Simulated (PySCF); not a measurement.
Compound: C₄H₄O₃.
Bonds: O1–C2 (double), C2–C3, C3–C4, C4–C5, C5–O6 (double), C5–O7, C2–O7. Hydrogens: H8, H9 on C3; H10, H11 on C4.

All values: wB97X-D/pcSseg-2 (PySCF, non-relativistic), on one gas-phase PBE0-D3(BJ)/def2-TZVP geometry that isn't relaxed in the solvent. The solvent is an IEF-PCM continuum (cavity from Bondi-type radii × 1.2). Specific hydrogen bonds and non-electrostatic terms are outside this model.

Gas phase at wB97X-D/pcSseg-2: HOMO -10.31 eV, LUMO 1.01 eV, dipole 4.63 D.

Task: What does the continuum do to the energy, the frontier levels and the dipole at wB97X-D/pcSseg-2 in chloroform?

Result: 
```json
{"solvent": "chloroform", "ε": "4.711", "E(solvent) − E(gas) (kcal/mol)": "-7.64", "polarisation term (kcal/mol)": "-8.79", "distortion of the solute (kcal/mol)": "1.15", "HOMO (eV)": "-10.32", "LUMO (eV)": "1.12", "dipole (D)": "5.55"}
```

Polarisation term: ½ Σ q·V over the induced surface charges. Distortion: the rise of the solute's own energy as its density leaves the gas-phase optimum.

Task: Which radius a makes the point-dipole formula ΔE = −[(ε − 1)/(2ε + 1)]·μ²/a³ give the value in chloroform, with the gas-phase dipole?

Result: μ = 1.820 au and |ΔE| = 0.01218 Eh give a = 2.43 Å; the farthest nucleus lies 2.57 Å from the centroid of the nuclei, so such a sphere wouldn't even hold the nuclei. The formula assumes a rigid point dipole at the centre of a sphere.

Hardware: one thread, Arm Neoverse V1 (aarch64) (shared host). Cost: 49 s of wall time, 1.4 GiB resident at most. This is the whole shielding run at wB97X-D/pcSseg-2 in chloroform, SCF included.

wB97X-D is run here without its empirical dispersion term; that term would change no orbital, density or response property at a fixed geometry.
